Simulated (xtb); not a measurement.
xtb input:

```bash
xtb mol.xyz --gfnff --opt tight --chrg 0 --uhf 0
```
mol.xyz:
```
6

O      1.86930343    -1.31139426     0.01399706
Al     0.22875749    -0.91835939     0.07183444
O     -1.03999688    -2.01790211     0.24642183
Br    -0.31126448     1.24958821    -0.09774329
H      2.23232569    -2.19530784     0.07493477
H     -0.94636870    -2.96723659     0.32888151
```

What final total energy does it print?

-0.60933 Eh (GFN-FF).
